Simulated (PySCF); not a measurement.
## Relaxation of singlet SeNF₃

All numbers come from PySCF, PBE0, basis Se def2-SVP, N def2-SVP, F def2-SVP (no relativity, density fitting). A (50,194) grid was used.

A start displaced from a saddle point along its imaginary mode, of Cs symmetry, held to at least that symmetry:

Coordinates in bohr (charge 0 multiplicity 1):
```
Se    0.0000   -0.2872   -0.0175
N     0.0000   -3.3580   -0.2078
F     3.3128    0.3306    0.2267
F     0.0000    3.0221   -0.2268
F    -3.3128    0.3306    0.2267
```

Optimiser trace:
```json
{"step": "0", "E − E(last) (kJ/mol)": "186.95", "largest gradient (Eh/bohr)": "0.00467"}
{"step": "1", "E − E(last) (kJ/mol)": "174.67", "largest gradient (Eh/bohr)": "0.01183"}
{"step": "2", "E − E(last) (kJ/mol)": "152.00", "largest gradient (Eh/bohr)": "0.02005"}
{"step": "3", "E − E(last) (kJ/mol)": "121.74", "largest gradient (Eh/bohr)": "0.02157"}
{"step": "4", "E − E(last) (kJ/mol)": "91.09", "largest gradient (Eh/bohr)": "0.03247"}
{"step": "5", "E − E(last) (kJ/mol)": "25.04", "largest gradient (Eh/bohr)": "0.01904"}
{"step": "6", "E − E(last) (kJ/mol)": "7.30", "largest gradient (Eh/bohr)": "0.04136"}
{"step": "7", "E − E(last) (kJ/mol)": "1.54", "largest gradient (Eh/bohr)": "0.02314"}
{"step": "8", "E − E(last) (kJ/mol)": "0.44", "largest gradient (Eh/bohr)": "0.01009"}
{"step": "9", "E − E(last) (kJ/mol)": "0.17", "largest gradient (Eh/bohr)": "0.00707"}
{"step": "10", "E − E(last) (kJ/mol)": "0.00", "largest gradient (Eh/bohr)": "0.00068"}
{"step": "11", "E − E(last) (kJ/mol)": "0.01", "largest gradient (Eh/bohr)": "0.00106"}
{"step": "12", "E − E(last) (kJ/mol)": "0.00", "largest gradient (Eh/bohr)": "0.00007"}
```

It ends at C3v with Se–F 1.731 Å (×3), Se–N 1.573 Å; F–Se–F 91.0° (×3), F–Se–N 124.5° (×3) (after a last refinement on a finer grid). A frequency run shows a minimum.

Final geometry:
```xyz
5
charge 0 multiplicity 1, angstrom
Se    0.0000   -0.2010   -0.1012
N     0.0000   -1.6062   -0.8083
F     1.2351    0.3554    0.9771
F     0.0000    1.3171   -0.9338
F    -1.2351    0.3554    0.9771
```

The relaxation took 26 s on 2 threads of a shared Arm Neoverse V2 host, with 88 basis functions and 15 gradients; the process peaked at 1.2 GiB.
